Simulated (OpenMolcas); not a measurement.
## Fe4+, Ru4+, Os4+: d4 down the group

```yaml
Program: OpenMolcas
Method: CASSCF
Basis: ANO-R2
Scalar_Hamiltonian: X2C, finite nucleus
Spin-orbit_coupling: state interaction with AMFI integrals over the reference wave functions, term energies averaged over their components
```

Active space for each ion: 4 electrons in 10 orbitals (d d).

Computed levels in cm-1 above 5D0:

| Level | Fe4+ | Ru4+ | Os4+ |
| --- | --- | --- | --- |
| 5D1 | 147 | 456 | 3681 |
| 5D2 | 432 | 1250 | 7285 |
| 5D3 | 844 | 2271 | 10398 |
| 5D4 | 1367 | 3452 | 12878 |
| 3H4 | 26484 | 19950 | 21970 |
| 3H5 | 26809 | 21029 | 27191 |
| 3H6 | 27168 | 21960 | 29581 |
| 3P0(1) | 28248 | 19814 | 20429 |
| 3P1(1) | 29115 | 22204 | 27885 |
| weight of 5D in the lowest level (%) | 100 | 98 | 73 |

Mixed levels, with the weight of the term that names them: Os4+ 5D0 (73 %), Os4+ 3H4 (61 %), Os4+ 3P0(1) (60 %).

Measured, with the error of the calculation in %. Measured levels: Fe4+ from Corliss and Sugar, J. Phys. Chem. Ref. Data 11, 135 (1982); Os4+ from the list in Palmeri et al., Atoms 14, 22 (2026).

```tsv
Level	Fe4+	Os4+
5D1	142 (+3.3)	4311 (-14.6)
5D2	417 (+3.6)	8083 (-9.9)
5D3	803 (+5.1)	11018 (-5.6)
5D4	1283 (+6.6)	12966 (-0.7)
3H4	24932 (+6.2)	20374 (+7.8)
3H5	25226 (+6.3)	25344 (+7.3)
3H6	25528 (+6.4)	27669 (+6.9)
3P0(1)	24055 (+17.4)	
3P1(1)	24973 (+16.6)	24680 (+13.0)
```

The fine-structure level 5D4 changes by a factor of 9.42 from Fe4+ to Os4+.

Without spin-orbit coupling 3H lies 26057, 19128, 17802 cm-1 above 5D in that order; the difference to the level 3H4, of either sign, comes from spin-orbit coupling, which also lowers the zero.

Without dynamic correlation excited terms often stand tens of per cent too high (terms of higher spin than the ground term too low), and those without a measured partner can miss by more than the paired ones. Active for correlation alone: 4d; no level in the range computed is led by a configuration that fills it, so any true level of that kind is missing (holds for Fe4+). Active for correlation alone: 5d; no level in the range computed is led by a configuration that fills it, so any true level of that kind is missing (holds for Ru4+). Active for correlation alone: 6d; no level in the range computed is led by a configuration that fills it, so any true level of that kind is missing (holds for Os4+). Measured partners are found by configuration, term and J. A level has none where our copy of the source lacks it or the pairing is in doubt (some pairs that miss far off the trend of their configuration count as doubtful), and it then counts in no deviation. Levels of configurations outside the active space are missing.

A number in round brackets counts repeated terms of one configuration in the order of the reference energies.
